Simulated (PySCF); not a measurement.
# A fit for the ¹⁷O shielding

GIAO PBE0/pcSseg-1 on GFN2-xTB geometries (PySCF 2.14.0 with density-fitted response routines, gas phase, non-relativistic):

```csv
SMILES,IAO charge (e) of O,σ(O) (ppm)
CC/C=C/[Si@@H](C#N)C=O,-0.345,-608.2
C=C(C)/C=C\[Si@H](C#N)C=O,-0.346,-589.4
C=C[Si@H](C#N)C=O,-0.342,-610.2
C=CC/C=C\[Si@@H](C#N)C=O,-0.353,-580.3
N#C[Si@@H](C=O)/C=C\CN,-0.380,-486.2
```

(1) Fit σ(O) as a line in the IAO charge of O. How well does it hold?

(2) A further member, `CC#C/C=C/[Si@@H](C#N)C=O`, has x = -0.344. What does the line predict, and what does the calculation give?

Answers

(1) σ = -1730.8 − 3272.8 x, with x in e; correlation -0.99, rms deviation 5.5 ppm, largest 9.0 ppm at `C=C(C)/C=C\[Si@H](C#N)C=O`. A charge says how many electrons sit at the atom, not how easily they circulate, so such a line holds only within like compounds.

(2) The line gives -605.0 ppm; the calculation -608.4 ppm, a difference of -3.4 ppm, within the usual scatter of the fit.
